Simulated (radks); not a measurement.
Results of a calculation; reference values are marked as such.
Q: Spherical quantum dot in the effective-mass picture: electrons in a parabolic well V = omega^2 r^2 / 2 with omega = 0.582, all in effective atomic units (hartree* = m*/eps^2 hartree, bohr* = eps/m* bohr), one dielectric constant everywhere. Level of theory: non-relativistic Kohn-Sham, LDA (Slater exchange, Perdew-Wang correlation), spin-polarised, spherical densities (a radial shooting solver with Libxc functionals). Levels are named by radial order and angular momentum (1s, 1p, 1d, 2s, ...), and open shells are averaged over m. At N = 27 the configuration is 1s2 1p6 1d10 2s2 1f(up 7, down 0). Does electron 28 go into 2p up or 2p down or 1f down?

A: Into 1f down. The total energies of the other choices lie higher by 0.0735 hartree* (2p up), 0.102 hartree* (2p down).
